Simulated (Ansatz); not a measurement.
Ansatz (a quantum-chemistry and plane-wave program) input (B3LYP/6-31G*):

Ansatz 0.2 input:
```yaml
crystal:
  periodic: [false, false, false]
  atoms:
    - {symbol: N, position_ang: [-0.78442265, -1.21706920, 0.82035438]}
    - {symbol: Si, position_ang: [0.06763560, 0.21062524, 0.32671143]}
    - {symbol: N, position_ang: [1.38555822, -0.38998401, -0.61980551]}
    - {symbol: O, position_ang: [-0.66307506, 1.28637598, -0.74488147]}
    - {symbol: H, position_ang: [-1.44249740, -1.17572857, 1.58803508]}
    - {symbol: H, position_ang: [-1.07178035, -1.89484103, 0.11933089]}
    - {symbol: H, position_ang: [1.91397469, 0.25469136, -1.19531103]}
    - {symbol: H, position_ang: [1.97853427, -1.11051122, -0.22685944]}
    - {symbol: H, position_ang: [-1.22847828, 1.93600078, -0.30394595]}
basis:
  gaussian:
    orbitals: 6-31G*
hamiltonian:
  xc: {name: B3LYP}
magnetization: {spin_polarized: true, initial_magnetization: 1}
phonons: {temperatures: {t_min: 298.15, t_max: 298.15, t_step: 100}}
```

Output:

```
Functional definition: B3LYP
integrals: 0.03 GiB planned
801 factors; integrals over basis functions are off by at most 3.3e-4 eV
mean field: 0.37 GiB planned
mean field evaluation 1: about -12972.8113 eV, gradient 6.2e1 eV
mean field evaluation 2: about -12950.3590 eV, gradient 9.2e1 eV
mean field evaluation 4: about -12986.9525 eV, gradient 5.2e0 eV
mean field evaluation 8: about -12987.0792 eV, gradient 5.0e-2 eV
mean field evaluation 16: about -12987.0792 eV, gradient 3.0e-5 eV
mean field -12987.07920009 eV, -477.2663576447 hartree, gradient 3.0e-5 eV, S^2 0.751699; 0 other end points of the search recorded, 0 dependent functions left out
the calculation of the forces begins
reference -12987.07941291 eV, -477.2663654658 hartree; 21, 20 occupied and 53, 54 virtual orbitals, 801 factors
these checks for a lower state are left out or cut short: stability, starts, cluster_reference, orbital_swaps, neighbouring_geometries, increment
integrals: 0.03 GiB planned
801 factors; integrals over basis functions are off by at most 3.3e-4 eV
mean field: 0.37 GiB planned
mean field -12987.07909288 eV, -477.2663537049 hartree, gradient 1.8e-6 eV, S^2 0.751698; 0 other end points of the search recorded, 0 dependent functions left out
the calculation of the forces begins
reference -12987.07930563 eV, -477.2663615233 hartree; 21, 20 occupied and 53, 54 virtual orbitals, 801 factors
these checks for a lower state are left out or cut short: stability, starts, cluster_reference, orbital_swaps, neighbouring_geometries, increment
integrals: 0.03 GiB planned
801 factors; integrals over basis functions are off by at most 3.3e-4 eV
mean field: 0.37 GiB planned
mean field -12987.07909119 eV, -477.2663536429 hartree, gradient 2.4e-6 eV, S^2 0.751699; 0 other end points of the search recorded, 0 dependent functions left out
the calculation of the forces begins
reference -12987.07930409 eV, -477.2663614667 hartree; 21, 20 occupied and 53, 54 virtual orbitals, 801 factors
these checks for a lower state are left out or cut short: stability, starts, cluster_reference, orbital_swaps, neighbouring_geometries, increment
integrals: 0.03 GiB planned
801 factors; integrals over basis functions are off by at most 3.3e-4 eV
mean field: 0.37 GiB planned
mean field evaluation 32: about -12987.0791 eV, gradient 5.7e-5 eV
mean field -12987.07907470 eV, -477.2663530370 hartree, gradient 2.4e-6 eV, S^2 0.751696; 0 other end points of the search recorded, 0 dependent functions left out
the calculation of the forces begins
reference -12987.07928751 eV, -477.2663608577 hartree; 21, 20 occupied and 53, 54 virtual orbitals, 801 factors
these checks for a lower state are left out or cut short: stability, starts, cluster_reference, orbital_swaps, neighbouring_geometries, increment
integrals: 0.03 GiB planned
801 factors; integrals over basis functions are off by at most 3.3e-4 eV
mean field: 0.37 GiB planned
mean field -12987.07907818 eV, -477.2663531647 hartree, gradient 1.9e-6 eV, S^2 0.751701; 0 other end points of the search recorded, 0 dependent functions left out
the calculation of the forces begins
reference -12987.07929101 eV, -477.2663609863 hartree; 21, 20 occupied and 53, 54 virtual orbitals, 801 factors
these checks for a lower state are left out or cut short: stability, starts, cluster_reference, orbital_swaps, neighbouring_geometries, increment
integrals: 0.03 GiB planned
801 factors; integrals over basis functions are off by at most 3.3e-4 eV
mean field: 0.37 GiB planned
mean field -12987.07903179 eV, -477.2663514601 hartree, gradient 2.5e-6 eV, S^2 0.751697; 0 other end points of the search recorded, 0 dependent functions left out
the calculation of the forces begins
reference -12987.07924462 eV, -477.2663592814 hartree; 21, 20 occupied and 53, 54 virtual orbitals, 801 factors
these checks for a lower state are left out or cut short: stability, starts, cluster_reference, orbital_swaps, neighbouring_geometries, increment
integrals: 0.03 GiB planned
801 factors; integrals over basis functions are off by at most 3.3e-4 eV
mean field: 0.37 GiB planned
mean field -12987.07903497 eV, -477.2663515767 hartree, gradient 1.6e-6 eV, S^2 0.751700; 0 other end points of the search recorded, 0 dependent functions left out
the calculation of the forces begins
reference -12987.07924779 eV, -477.2663593977 hartree; 21, 20 occupied and 53, 54 virtual orbitals, 801 factors
these checks for a lower state are left out or cut short: stability, starts, cluster_reference, orbital_swaps, neighbouring_geometries, increment
integrals: 0.03 GiB planned
801 factors; integrals over basis functions are off by at most 3.3e-4 eV
mean field: 0.37 GiB planned
mean field -12987.07909990 eV, -477.2663539628 hartree, gradient 7.4e-7 eV, S^2 0.751698; 0 other end points of the search recorded, 0 dependent functions left out
[...]
the calculation of the forces begins
reference -12987.07936323 eV, -477.2663636402 hartree; 21, 20 occupied and 53, 54 virtual orbitals, 801 factors
these checks for a lower state are left out or cut short: stability, starts, cluster_reference, orbital_swaps, neighbouring_geometries, increment
integrals: 0.03 GiB planned
801 factors; integrals over basis functions are off by at most 3.3e-4 eV
mean field: 0.37 GiB planned
mean field -12987.07914172 eV, -477.2663554996 hartree, gradient 2.8e-6 eV, S^2 0.751699; 0 other end points of the search recorded, 0 dependent functions left out
the calculation of the forces begins
reference -12987.07935452 eV, -477.2663633202 hartree; 21, 20 occupied and 53, 54 virtual orbitals, 801 factors
these checks for a lower state are left out or cut short: stability, starts, cluster_reference, orbital_swaps, neighbouring_geometries, increment
integrals: 0.03 GiB planned
801 factors; integrals over basis functions are off by at most 3.3e-4 eV
mean field: 0.37 GiB planned
mean field -12987.07914565 eV, -477.2663556442 hartree, gradient 1.3e-6 eV, S^2 0.751698; 0 other end points of the search recorded, 0 dependent functions left out
the calculation of the forces begins
reference -12987.07935849 eV, -477.2663634660 hartree; 21, 20 occupied and 53, 54 virtual orbitals, 801 factors
these checks for a lower state are left out or cut short: stability, starts, cluster_reference, orbital_swaps, neighbouring_geometries, increment
integrals: 0.03 GiB planned
801 factors; integrals over basis functions are off by at most 3.3e-4 eV
mean field: 0.37 GiB planned
mean field -12987.07912580 eV, -477.2663549149 hartree, gradient 3.0e-6 eV, S^2 0.751698; 0 other end points of the search recorded, 0 dependent functions left out
the calculation of the forces begins
reference -12987.07933864 eV, -477.2663627365 hartree; 21, 20 occupied and 53, 54 virtual orbitals, 801 factors
these checks for a lower state are left out or cut short: stability, starts, cluster_reference, orbital_swaps, neighbouring_geometries, increment
integrals: 0.03 GiB planned
801 factors; integrals over basis functions are off by at most 3.3e-4 eV
mean field: 0.37 GiB planned
mean field evaluation 288: about -12987.0626 eV, gradient 8.1e-2 eV
mean field -12987.07912182 eV, -477.2663547683 hartree, gradient 2.1e-6 eV, S^2 0.751699; 0 other end points of the search recorded, 0 dependent functions left out
the calculation of the forces begins
reference -12987.07933463 eV, -477.2663625890 hartree; 21, 20 occupied and 53, 54 virtual orbitals, 801 factors
these checks for a lower state are left out or cut short: stability, starts, cluster_reference, orbital_swaps, neighbouring_geometries, increment
integrals: 0.03 GiB planned
801 factors; integrals over basis functions are off by at most 3.3e-4 eV
mean field: 0.37 GiB planned
mean field -12987.07917019 eV, -477.2663565460 hartree, gradient 1.8e-6 eV, S^2 0.751699; 0 other end points of the search recorded, 0 dependent functions left out
the calculation of the forces begins
reference -12987.07938299 eV, -477.2663643664 hartree; 21, 20 occupied and 53, 54 virtual orbitals, 801 factors
these checks for a lower state are left out or cut short: stability, starts, cluster_reference, orbital_swaps, neighbouring_geometries, increment
integrals: 0.03 GiB planned
801 factors; integrals over basis functions are off by at most 3.3e-4 eV
mean field: 0.37 GiB planned
mean field -12987.07917348 eV, -477.2663566670 hartree, gradient 2.4e-6 eV, S^2 0.751698; 0 other end points of the search recorded, 0 dependent functions left out
the calculation of the forces begins
reference -12987.07938633 eV, -477.2663644889 hartree; 21, 20 occupied and 53, 54 virtual orbitals, 801 factors
these checks for a lower state are left out or cut short: stability, starts, cluster_reference, orbital_swaps, neighbouring_geometries, increment
integrals: 0.03 GiB planned
801 factors; integrals over basis functions are off by at most 3.3e-4 eV
mean field: 0.37 GiB planned
mean field -12987.07914719 eV, -477.2663557009 hartree, gradient 2.1e-6 eV, S^2 0.751698; 0 other end points of the search recorded, 0 dependent functions left out
the calculation of the forces begins
reference -12987.07936001 eV, -477.2663635217 hartree; 21, 20 occupied and 53, 54 virtual orbitals, 801 factors
these checks for a lower state are left out or cut short: stability, starts, cluster_reference, orbital_swaps, neighbouring_geometries, increment
integrals: 0.03 GiB planned
801 factors; integrals over basis functions are off by at most 3.3e-4 eV
mean field: 0.37 GiB planned
mean field -12987.07914188 eV, -477.2663555057 hartree, gradient 1.4e-6 eV, S^2 0.751699; 0 other end points of the search recorded, 0 dependent functions left out
the calculation of the forces begins
reference -12987.07935471 eV, -477.2663633272 hartree; 21, 20 occupied and 53, 54 virtual orbitals, 801 factors
these checks for a lower state are left out or cut short: stability, starts, cluster_reference, orbital_swaps, neighbouring_geometries, increment
integrals: 0.03 GiB planned
801 factors; integrals over basis functions are off by at most 3.3e-4 eV
mean field: 0.37 GiB planned
mean field evaluation 320: about -12987.0791 eV, gradient 2.7e-5 eV
mean field -12987.07912389 eV, -477.2663548445 hartree, gradient 1.5e-6 eV, S^2 0.751699; 0 other end points of the search recorded, 0 dependent functions left out
the calculation of the forces begins
reference -12987.07933672 eV, -477.2663626660 hartree; 21, 20 occupied and 53, 54 virtual orbitals, 801 factors
these checks for a lower state are left out or cut short: stability, starts, cluster_reference, orbital_swaps, neighbouring_geometries, increment
integrals: 0.03 GiB planned
801 factors; integrals over basis functions are off by at most 3.3e-4 eV
mean field: 0.37 GiB planned
mean field -12987.07912627 eV, -477.2663549321 hartree, gradient 2.2e-6 eV, S^2 0.751698; 0 other end points of the search recorded, 0 dependent functions left out
the calculation of the forces begins
reference -12987.07933908 eV, -477.2663627528 hartree; 21, 20 occupied and 53, 54 virtual orbitals, 801 factors
these checks for a lower state are left out or cut short: stability, starts, cluster_reference, orbital_swaps, neighbouring_geometries, increment
integrals: 0.03 GiB planned
801 factors; integrals over basis functions are off by at most 3.3e-4 eV
mean field: 0.37 GiB planned
mean field -12987.07916209 eV, -477.2663562483 hartree, gradient 1.4e-6 eV, S^2 0.751699; 0 other end points of the search recorded, 0 dependent functions left out
the calculation of the forces begins
reference -12987.07937491 eV, -477.2663640694 hartree; 21, 20 occupied and 53, 54 virtual orbitals, 801 factors
these checks for a lower state are left out or cut short: stability, starts, cluster_reference, orbital_swaps, neighbouring_geometries, increment
integrals: 0.03 GiB planned
801 factors; integrals over basis functions are off by at most 3.3e-4 eV
mean field: 0.37 GiB planned
mean field -12987.07916594 eV, -477.2663563900 hartree, gradient 1.6e-6 eV, S^2 0.751698; 0 other end points of the search recorded, 0 dependent functions left out
the calculation of the forces begins
reference -12987.07937877 eV, -477.2663642112 hartree; 21, 20 occupied and 53, 54 virtual orbitals, 801 factors
Total energy: -12987.07941291 eV, -477.2663654658 hartree
Atom 0 at    -0.784423    -1.217069     0.820354 Å, force     0.000331    -0.000676    -0.000592 eV/Å
Atom 1 at     0.067636     0.210625     0.326711 Å, force    -0.000140     0.000344     0.001396 eV/Å
Atom 2 at     1.385558    -0.389984    -0.619806 Å, force     0.000995     0.000017    -0.000487 eV/Å
Atom 3 at    -0.663075     1.286376    -0.744881 Å, force    -0.001105     0.000210     0.000359 eV/Å
Atom 4 at    -1.442497    -1.175729     1.588035 Å, force    -0.000525     0.000080     0.000094 eV/Å
Atom 5 at    -1.071780    -1.894841     0.119331 Å, force    -0.000106     0.000158     0.000421 eV/Å
Atom 6 at     1.913975     0.254691    -1.195311 Å, force     0.000283    -0.000465     0.000199 eV/Å
Atom 7 at     1.978534    -1.110511    -0.226859 Å, force    -0.000807     0.000865    -0.000638 eV/Å
Atom 8 at    -1.228478     1.936001    -0.303946 Å, force     0.001075    -0.000533    -0.000753 eV/Å
Dipole moment:    -0.070956    -0.027131     0.177704 e Å
Vibrations: 197.55 218.74 266.76 284.32 327.31 396.84 414.34 467.90 737.06 794.40 835.89 854.60 916.00 920.18 1602.38 1614.83 3523.84 3568.69 3647.74 3667.44 3802.81 cm⁻¹, zero-point energy 1.801465 eV
```

The blocks after the first are displaced geometries, from whose forces the wavenumbers follow.
